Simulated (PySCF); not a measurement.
How methods differ on the ionisation energy of Br³⁰⁺

Br³⁰⁺ [He] 2s2 2p1 (2P) → Br³¹⁺ [He] 2s2 (1S), as a difference of total energies. Calculation: PySCF 2.14, in an even-tempered Gaussian basis (15 s from 8.7 bohr⁻², ratio 2.5; 9 p from 11 bohr⁻², ratio 2.5; 5 d from 46 bohr⁻², ratio 2.7; 4 f from 69 bohr⁻², ratio 2.7); the non-relativistic Hamiltonian (point nucleus). Correlated levels: nothing frozen; virtual orbitals above 40 to 60 times the deepest correlated orbital energy dropped. The calculations carry no spin-orbit coupling.

```
                 method  ionisation energy (eV)
                    UHF                  3464.5
    MP2 (all electrons)                  3463.3
SCS-MP2 (all electrons)                  3462.9
   CCSD (all electrons)                  3461.1
CCSD(T) (all electrons)                  3461.1
```

Q: How much does correlation contribute at CCSD(T) (all electrons)?

A: 3461.1 − (3464.5) = -3.4 eV, measured against UHF.

A first-order spin-orbit estimate (lowest level to lowest level, LS coupling) adds 33.222 eV.

The gap to the reference is mostly relativistic.

For comparison: 3523.1 ± 2.2 eV (semi-empirical (NIST evaluation); NIST Atomic Spectra Database, ionization energies).
